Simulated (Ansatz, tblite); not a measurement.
Isomers of SiGe₂⁻ (doublet), found by a short tight-binding search and relaxed with PBE0-D4/def2-TZVPD in Ansatz.

The xTB rows come from tblite.

Run but left out: HF/def2-TZVPPD, CAM-B3LYP-D4/def2-TZVPD, PBE-QIDH/def2-TZVPD, MP2/def2-TZVPPD, CCSD/def2-TZVPPD, CCSD(T)/def2-TZVPPD (A: ⟨S²⟩ 1.17 to 1.82, where a pure state has 0.75).

A: At PBE-D4/def2-TZVPD, r2SCAN-D4/def2-TZVPD the highest occupied level of the charge -1 doublet lies above zero (up to 0.47 eV). It is a level of α spin, whose loss leaves a singlet; that state wasn't run at this geometry and level. The electron is either unbound and held by the finite basis, or the level is raised by self-interaction error. At PBE-D4/def2-TZVPD the gap within one spin of the charge -1 doublet nearly closes, so an electron or hole may be smeared out by delocalisation error. At r2SCAN-D4/def2-TZVPD, PBE0-D4/def2-TZVPD the charge -1 doublet is spin-contaminated (final ⟨S²⟩ up to 1.02, 0.75 for a pure state). B: At PBE-D4/def2-TZVPD the highest occupied level of the charge -1 doublet lies above zero (up to 0.19 eV). By energy differences its removal costs 2.25 eV (vertical, to the charge 0 triplet, at PBE-D4/def2-TZVPD); a positive level beside a positive removal energy at the same level points to self-interaction error.

Other spin states were run for one of them alone.

A:

```tsv
atom	x (Å)	y (Å)	z (Å)
Si1	-0.001	0.003	-0.002
Ge2	0.219	-1.912	1.143
Ge3	-0.218	1.909	-1.142
```

B:

Cartesian coordinates in Å:
```
Si 0.1394 1.2530 -0.2063
Ge 0.7968 -0.8745 -0.8175
Ge -0.9362 -0.3785 1.0238
```

**Question.** Estimate their order by electronic energy at PBE0-D4/def2-TZVPD, counted from the lowest.

**Answer.** B (0.0) < A (94.4), in kJ/mol.

**Question.** Do the other levels pick the same lowest one?

**Answer.** All that were run do. Energies above each level's lowest (kJ/mol):

```json
{"level": "GFN1-xTB", "A": "47.5", "B": "0.0"}
{"level": "PBE-D4/def2-TZVPD", "A": "79.7", "B": "0.0"}
{"level": "r2SCAN-D4/def2-TZVPD", "A": "81.1", "B": "0.0"}
{"level": "PBE0-D4/def2-TZVPD", "A": "94.4", "B": "0.0"}
```
Point groups (tolerance 0.1 Å): A D∞h, B C2v. Lower isomers may exist.
